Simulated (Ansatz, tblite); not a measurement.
## How methods differ on BSiNH4S (SMILES S[SiH]1BN1)

The species is BSiNH4S (8 atoms), meant as a singlet with charge 0. As SMILES, `S[SiH]1BN1`. The shape is that of a PBE0-D4/def2-TZVP optimisation. This is one conformer, not always the lowest.

Quantity: the HOMO–LUMO gap, in eV. The values are calculated.

| level | kind | program | value (eV) | CPU time |
| --- | --- | --- | --- | --- |
| GFN1-xTB | semi-empirical | tblite | 3.76 | under 2 s |
| HF/cc-pVDZ | Hartree–Fock | Ansatz | 12.84 | 3.1 s |
| SVWN5/cc-pVDZ | LDA | Ansatz | 4.38 | 4.7 s |
| BLYP/cc-pVDZ | GGA | Ansatz | 4.54 | 7.1 s |
| PBE/cc-pVDZ | GGA | Ansatz | 4.52 | 7.6 s |
| r2SCAN/cc-pVDZ | meta-GGA | Ansatz | 5.06 | 16 s |
| B3LYP/cc-pVDZ | global hybrid | Ansatz | 6.24 | 9.8 s |
| wB97X/cc-pVDZ | range-separated hybrid | Ansatz | 11.19 | 35 s |
| B2PLYP/cc-pVDZ | double hybrid | Ansatz | 9.00 | 14 s |

The values span 3.76 to 12.84 eV. Orbital gaps aren't excitation energies, and those of double hybrids come from the SCF part alone; they tend to grow with the share of exact exchange. Times are those of the runs behind each value, whatever else they computed, on shared processors of several kinds: orders of magnitude only.
